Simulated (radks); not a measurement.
Polarisability of the iodine ion I2+, [Kr] 4d10 5s2 5p3, at imaginary frequency. Calculated with a radial shooting solver on a logarithmic mesh with Libxc functionals: non-relativistic Kohn-Sham, LDA (Slater exchange, VWN5 correlation), spin-unpolarised, spherical densities, point nucleus; relativity is left out, which matters for an element this heavy. Response by self-consistent Sternheimer equations with the Hartree and adiabatic LDA kernel.

| w (hartree) | alpha1(iw) (bohr^3) |
|---|---|
| 0.00266 | 14.52 |
| 0.0143 | 14.51 |
| 0.0360 | 14.46 |
| 0.0697 | 14.31 |
| 0.118 | 13.94 |
| 0.186 | 13.18 |
| 0.280 | 11.84 |
| 0.413 | 9.830 |
| 0.605 | 7.375 |
| 0.892 | 4.974 |
| 1.35 | 3.064 |
| 2.12 | 1.746 |
| 3.59 | 0.8774 |
| 6.94 | 0.3318 |
| 17.5 | 0.07435 |

Static values: alpha1 = 14.52 bohr^3 (2.151 angstrom^3; uncoupled 25.23). C6 = 102.1, triple-dipole C9 = 1055 atomic units. One-pole (London) frequency 4 C6 / (3 alpha1^2) = 0.646 hartree, against 0.905 for minus the highest occupied eigenvalue. The dipole shielding factor is 0.962, as the force sum rule N/Z = 0.962 demands.
